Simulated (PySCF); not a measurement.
**Al2Br2H4: core ionisation energies**

Compound: (H2Al-mu-Br)2.
Bonds: Al1–Br4, Al1–Br8, Br4–Al5, Al5–Br8. Hydrogens: H2, H3 on Al1; H6, H7 on Al5.

Method: PySCF, delta-SCF UKS SCAN, pcX-2 on the ionised atom, pcseg-1 elsewhere, spin-free X2C. Binding energies are ΔSCF values: E(core-ionised, relaxed orbitals) − E(ground state) at a fixed geometry, referred to the vacuum level.

**Question.** List the computed XPS lines with their assignment.

**Answer.** 
```
atom(s)                       environment  level  binding energy (eV)  count
Al1/Al5  aluminium bonded to 2 Br and 2 H  Al 1s              1567.71      2
```

**Question.** Give the binding energy of Al 1s of Al1/Al5 in hartree and in kJ/mol.

**Answer.** 1567.71 eV = 57.6123 Eh = 151261 kJ/mol.

**Question.** Which photon wavelength matches the Al 1s of Al1/Al5 threshold?

**Answer.** λ = hc/E = 12398.42 eV Å / 1567.71 eV = 7.909 Å.

Atoms equivalent by their bonding share one computed value, that of the first of them. No level of bromine is listed. Isolated species at its PBE0-D3(BJ)/def2-SVP geometry (one conformer only).

Time: 8.1 s; peak memory 0.30 GiB. Hardware: an Arm Neoverse V2 with one thread, shared host with 32 logical CPUs at a one-minute load of 28.
